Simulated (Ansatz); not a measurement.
Species: C₂H₃BO₂, charge 0, singlet. C2H3BO2 (ethynylboronic acid, SMILES C#CB(O)O).
B3LYP-D3(BJ)/def2-TZVP minimum from Ansatz (a first-principles code):
```xyz
8

B     -0.4556    -0.1895     0.0342
C      0.9646     0.4011    -0.0724
C      2.0745     0.8627    -0.1558
H      3.0543     1.2701    -0.2293
O     -0.7964    -1.0525     1.0296
H     -0.0733    -1.2415     1.6337
O     -1.4289     0.1271    -0.8625
H     -1.1354     0.7389    -1.5430
```
Charge 0, spin multiplicity 1.

Atomisation energy term by term, kcal/mol (programs: Ansatz). Open shells are spin-unrestricted; no spin-orbit coupling. Correlated methods leave the cores frozen. Rows without X2C or -DK are non-relativistic. CBS(X,Y): correlation extrapolated as X^-3, Hartree-Fock from the larger set. A bracket is a step between two methods taken in the basis named. '+ core + X2C': CCSD(T) terms for core correlation (cc-pwCVTZ) and scalar relativity (cc-pVTZ-DK). Where a partner has so few electrons that a lower coupled-cluster level is exact, that level stands in.

```tsv
term	basis	kcal/mol
Hartree-Fock	cc-pVQZ	639.89
CCSD correlation	CBS(cc-pVTZ,cc-pVQZ)	225.75
(T)	CBS(cc-pVTZ,cc-pVQZ)	19.12
CCSDT(Q) - CCSD(T)	cc-pVDZ	1.07
core correlation	cc-pwCVTZ	4.49
scalar relativity	X2C, cc-pVTZ-DK	-0.90
sum: De		889.4
```
